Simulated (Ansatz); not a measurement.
The cluster Zr₃O₅, relaxed as a singlet with RKS PBE0-D4/def2-SVP in Ansatz, starting from the GFN1-xTB geometry. Force threshold 0.02 eV/Å.

In the def2 sets Zr takes a core potential; there is no spin–orbit coupling. The structure comes from a short search, and lower isomers may exist.

Start:

```xyz
8

Zr    0.034    0.841   -1.469
Zr    0.728   -0.141    1.522
Zr   -1.416   -1.505   -0.166
O    -1.766   -0.133   -1.347
O    -1.086   -1.097    1.602
O     2.101   -0.569    2.543
O     0.819    1.255   -2.993
O     0.587    1.350    0.307
```

```tsv
step	energy (eV)	largest force component (eV/Å)	SCF passes
1	-14065.9275	2.099	22
2	-14066.3959	0.825	32
3	-14066.5096	0.910	32
4	-14066.5854	1.422	32
5	-14066.6153	1.731	32
6	-14066.7041	0.283	32
7	-14066.7085	0.249	26
8	-14066.7153	0.181	27
9	-14066.7176	0.021	28
10 (rejected)	-14066.7175	0.034	30
11	-14066.7178	0.003	30
```

Force components are those of the run's own axes.

End:

```xyz
8

Zr   -0.1560    1.1488   -1.3438
Zr    0.5444    0.1546    1.6822
Zr   -1.1210   -1.5850   -0.2613
O    -1.7809   -0.1795   -1.2819
O    -1.1292   -1.1045    1.5336
O     2.0295   -0.7763    1.8370
O     1.0086    0.6730   -2.5742
O     0.6046    1.6689    0.4084
```

By distances, no bond broke or formed. The bond that changes most is Zr2–O8, from 1.93 to 1.98 Å (atoms count from 1).

No frequencies were taken in this run, so the end may be a saddle point.

It took 100 s on 4 threads of Intel Xeon on a shared host.
